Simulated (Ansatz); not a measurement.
`C[N](C)[Hf]([F])([Cl])[SeH]` + H₂O → `[OH][Hf]([F])([Cl])[SeH]` + dimethylamine  (formal hydrolysis of the Hf–N bond)

Isolated molecules relaxed with PBE0-D4/def2-TZVP in Ansatz; ΔE leaves out vibrations. CCSD(T)/CBS is the MP2 limit (def2-TZVPP, def2-QZVPP) plus CCSD(T) − MP2 in def2-TZVPP, frozen cores. This one scheme is used for every species. Elements past krypton have def2 core potentials. For Hf, Se outer-core shells are correlated without core-valence functions, which leaves a few kJ/mol of doubt a bond. Scalar relativity is left out up to krypton. Each species was taken in one conformer, which may not be the lowest.

| species | MP2/CBS(def2) energy (Eh) |
| --- | --- |
| `C[N](C)[Hf]([F])([Cl])[SeH]` | -3143.33164 |
| H₂O | -76.36589 |
| `[OH][Hf]([F])([Cl])[SeH]` | -3084.76667 |
| `CNC` | -134.94595 |

Problem. Work out ΔE.

Solution. ΔE = (-3084.76667) + (-134.94595) − (-3143.33164) − (-76.36589) = -0.01509 Eh = -0.41 eV. CCSD(T)/CBS gives -0.47 eV.

Largest T1 diagnostic among the species: 0.014.

In def2-TZVPP, CCSD(T) changes the Hartree–Fock value by +0.38 eV (the triples alone add +0.06 eV) and MP2 by +0.45 eV. The D4 term adds +0.14 eV with B3LYP and +0.08 eV with PBE0; it sums over pairs of atoms, weighted by their polarisabilities, and B3LYP, whose exchange is more repulsive, gets the larger term.

B3LYP here is the variant with VWN-RPA as its local correlation; programs differ in this.
